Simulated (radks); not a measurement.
Results of a calculation; reference values are marked as such.
Species: Nb3+. Configuration: [Kr] 4d1 5s1 (not the ground configuration).

Code: a radial shooting solver on a logarithmic mesh with Libxc functionals. Model: Dirac Kohn-Sham, LDA (Slater exchange, Perdew-Wang correlation), spin-unpolarised, spherical densities, point nucleus; open shells fill j = l - 1/2 first.

Energy parts (Ry):
total: -7628.29487
kinetic: 7894.58401
electron-nucleus: -18332.04509
Hartree: 3036.38536
exchange-correlation: -227.21914

Orbitals (lengths in bohr, moments of r in powers of bohr; <r^-3> diverges for s and p1/2):
orbital  occ.  eigenvalue (Ry)     <r^2>      <r^4>   <1/r>   <r^-3>
1s1/2       2        -1382.452  0.001761  8.017e-06   42.35        -
2s1/2       2        -195.7041   0.02945   0.001497   9.613        -
2p1/2       2        -179.9475   0.02227  0.0009974   9.596        -
2p3/2       4        -172.9208   0.02364   0.001111   9.159     2208
3s1/2       2        -34.82613    0.2259    0.07936   3.271        -
3p1/2       2        -28.89208    0.2248    0.08297   3.171        -
3p3/2       4        -27.75142    0.2355    0.09089   3.066    362.8
3d3/2       4        -17.23475    0.2240    0.09835   2.873    52.28
3d5/2       6        -17.02200    0.2276     0.1013   2.845    49.95
4s1/2       2         -6.84507     1.466      3.222   1.201        -
4p1/2       2         -5.15835     1.755      4.783   1.088        -
4p3/2       4         -4.99024     1.833      5.215   1.059    53.66
4d3/2       1         -2.50503     3.202      17.52  0.7941    4.713
4d5/2       0         -2.48629     3.244      17.97  0.7881    4.497
5s1/2       1         -2.03128     8.275      97.28  0.4818        -
5p1/2       0         -1.60826     10.67      162.6  0.4237        -
5p3/2       0         -1.57866     11.02      173.0  0.4163    9.527
5d3/2       0         -0.98039     19.73      561.7  0.3206   0.9834
5d5/2       0         -0.97644     19.88      570.0  0.3194   0.9459
6s1/2       0         -0.91304     30.54       1275  0.2547        -
4f5/2       0         -0.83245     15.69      407.1  0.3253  0.07605
4f7/2       0         -0.83232     15.70      407.4  0.3251  0.07584

The highest occupied level is 5s1/2 at -27.637 eV. The configuration is held as typed, so some empty levels lie below it. The density falls to 0.001 e/bohr^3 at r = 3.85 bohr. Summed over all electrons, <r^2> = 29.56 bohr^2, which gives a Langevin (diamagnetic) susceptibility term of -23.4 x 10^-6 cm^3/mol.
